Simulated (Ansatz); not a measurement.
Cost and result for the atomization energy of C$_{2}$H$_{8}$GaNSi (13 atoms, 12 bonds).

```xyz
13

C     0.368    1.445   -0.888
N    -0.530    0.763    0.018
C    -1.664    0.393   -0.396
Ga    0.258    0.557    2.139
Si    0.955   -1.718    1.115
H     0.637    2.415   -0.462
H     1.282    0.854   -0.986
H    -0.075    1.592   -1.877
H    -2.337   -0.130    0.280
H    -1.998    0.577   -1.419
H     1.792   -2.686    1.892
H    -0.321   -2.457    0.808
H     1.633   -1.606   -0.224
```

The species carries charge 0 and has multiplicity 1. Correlated methods include outer-core shells of Ga, which these sets cover unevenly. Scalar relativity is left out up to krypton. The bonds changed during the relaxation, so this is another structure than the one it started from. Geometry: relaxed with PBE0-D4/def2-TZVP. Program: Ansatz. All runs use 2 threads of an AMD EPYC 7R13 on a shared host and a share of an NVIDIA H100 80 GB. Times are those of one run each, without the atoms' runs, and a repeat can differ threefold. Electronic energies, without spin–orbit coupling; frozen cores. CCSD(T)/CBS adds CCSD(T) − MP2 in def2-TZVPP to the MP2 limit, and its time is that of the two runs behind it. T1 = 0.015; the RHF reference is unstable towards UHF. With those shells the extrapolation isn't a true limit. B3LYP takes the VWN-RPA correlation (the form of Gaussian; ORCA's B3LYP/G).

CCSD(T)/CBS is a level of theory with its own doubt, some kJ/mol a heavy atom from the limit and from the frozen cores, so smaller differences don't rank the functionals.

```tsv
level	functions	wall time	atomization (kJ/mol)	difference from CCSD(T)/CBS	per bond
PBE0-D4/def2-TZVPP	295	2.1 s	4310.4	-0.4	0.0
PBE-D4/def2-TZVPP (with forces)	295	2.5 s	4389.0	78.2	6.5
B3LYP-D4/def2-TZVPP (with forces)	295	2.8 s	4330.7	19.9	1.7
r2SCAN-D4/def2-TZVPP (with forces)	295	3 s	4309.2	-1.6	-0.1
ωB97X-V/def2-TZVPP	295	3.1 s	4320.7	9.9	0.8
B2PLYP/def2-TZVPP	295	4.3 s	4259.5	-51.3	-4.3
CCSD(T)/def2-TZVPP	295	5.5 s	4203.4	-107.4	-8.9
ωB97M-V/def2-TZVPP (with forces)	295	7 s	4313.5	2.7	0.2
MP2/def2-QZVPP	570	9 s	4277.3	-33.5	-2.8
CCSD(T)/CBS(def2)	–	15 s	4310.8	0.0	0.0
```

In def2-TZVPP, CCSD(T) changes the Hartree–Fock value by +1118.1 kJ/mol (the triples alone add +65.2 kJ/mol) and MP2 by +1128.8 kJ/mol; breaking electron pairs costs correlation energy, which Hartree–Fock lacks. The D4 term adds +51.3 kJ/mol with B3LYP and +27.3 kJ/mol with PBE0; it sums over pairs of atoms, weighted by their polarisabilities, and B3LYP, whose exchange is more repulsive, gets the larger term. From PBE to PBE0 (25 % exact exchange), in def2-TZVPP and without D4, the atomization energy moves by −74.1 kJ/mol: exact exchange takes away binding that semilocal exchange gives to molecules.
